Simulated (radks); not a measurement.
Spherical quantum dot in the effective-mass picture: electrons in a hard-walled sphere of radius 3.8, all in effective atomic units (hartree* = m*/eps^2 hartree, bohr* = eps/m* bohr), one dielectric constant everywhere. Method: non-relativistic Kohn-Sham, PBE, spin-polarised, spherical densities; computed with a radial shooting solver with Libxc functionals. Levels are named by radial order and angular momentum (1s, 1p, 1d, 2s, ...), and open shells are averaged over m. Results are scaled to m* = 0.089 and eps = 13.4, for which hartree* = 13.49 meV and bohr* = 7.967 nm.

N = 21, configuration 1s2 1p6 1d10 1f(up 3, down 0). This is the lowest configuration that the search found. Occupied and some empty levels:

level,occupation,eigenvalue (meV),<r> (nm)
1s up,1,98.891,20.41
1s down,1,99.343,20.30
1p up,3,101.32,21.18
1p down,3,101.81,21.11
1d up,5,105.54,21.85
1d down,5,106.06,21.81
1f up,3,111.32,22.42
1f down,0,111.87,22.39
2s up,0,115.91,13.69
2s down,0,116.08,13.71
1g up,0,118.52,22.90
1g down,0,119.09,22.88
2p up,0,123.79,15.92
2p down,0,124.00,15.91
2d up,0,133.29,17.33
2d down,0,133.55,17.31

Energy (meV): total 1224.38, kinetic 335.90, external 0, Hartree 1012.3, exchange-correlation -123.84.
